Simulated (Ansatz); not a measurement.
# Energy profile

The step: SiH₄O ([OH][SiH3]) + H₂O + HF → SiH₃F ([F][SiH3]) + H₂O + H₂O; bonds formed: Si1–F7, O2–H8, H6–O9; bonds broken: Si1–O2, H6–F7, H8–O9 (atoms numbered as in the saddle structure below).

```
11
angstrom
Si -1.1972 -0.2328 -0.5461
O -0.2546 -0.0870 0.9425
H -1.1351 -1.5123 -1.2930
H -2.4335 -0.5083 0.3038
H -1.6578 1.0007 -1.2291
H 1.4664 0.4580 -0.5157
F 0.4935 0.1379 -1.3237
H 0.9533 0.2851 0.9195
O 1.9387 0.6169 0.4431
H -0.8016 -0.1163 1.7288
H 2.6279 -0.0419 0.5701
```

Electronic energies by CCSD(T) at an estimated basis limit (MP2 extrapolated from triple and quadruple zeta, plus CCSD(T) − MP2 in triple zeta), on PBE0-D4/def2-TZVP structures; SiH7O2F, singlet; no counterpoise correction. Computed with Ansatz 0.2.0 (basis: def2-TZVPP and def2-QZVPP); correlated methods freeze the cores. Extrapolation: Hartree–Fock as exp(−7.88 √X), correlation as X^−2.97.

Problem. Give the profile in kcal/mol, counted from the separated reactants. (To be estimated.)

Solution. Computed:
```csv
point,kcal/mol
"separated: SiH4O (linked as [OH][SiH3]; Si1, O2, H3, H4, H5, H10; singlet) + HF (H6, F7; singlet) + H2O (H8, O9, H11; singlet)",0.00
start structure,-15.76
saddle,1.16
end structure,-21.51
"separated: SiH3F (linked as [F][SiH3]; Si1, H3, H4, H5, F7; singlet) + H2O (O2, H8, H10; singlet) + H2O (H6, O9, H11; singlet)",-10.51
```

T1 diagnostic: at most 0.011.

Steps of this kind, hydrogen fluoride cutting a network bond, underlie vapour etching and the fluorination step of atomic layer etching.

For scale, one of the runs: CCSD(T)/def2-TZVPP, 233 basis functions, launched by `ansatz run in.yaml --threads 4 --pin off --events-out ev --progress --plain --max-ram 9574MiB`. The run took 110 s on 4 CPU threads of an Arm Neoverse V2 (shared host), with 4.3 GiB of host memory at its peak.
